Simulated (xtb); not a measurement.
GeH5Si, SMILES [GeH2][SiH3] (connectivity only; charge and spin as stated), charge +1, multiplicity 1. All values are semi-empirical tight-binding results from xtb (GFN2-xTB unless named), good for trends rather than for accurate numbers. Geometry optimised at GFN2-xTB. The spin state was assumed, not searched. The isomer is the one that the SMILES or the coordinates give; other isomers of the formula were not compared.

The geometry has at least one imaginary mode, so it is a saddle point at that level.

For metal compounds this method's bond lengths and energies can be far off.

| Quantity | Result |
|---|---|
| orbital gap | 2.99 eV |
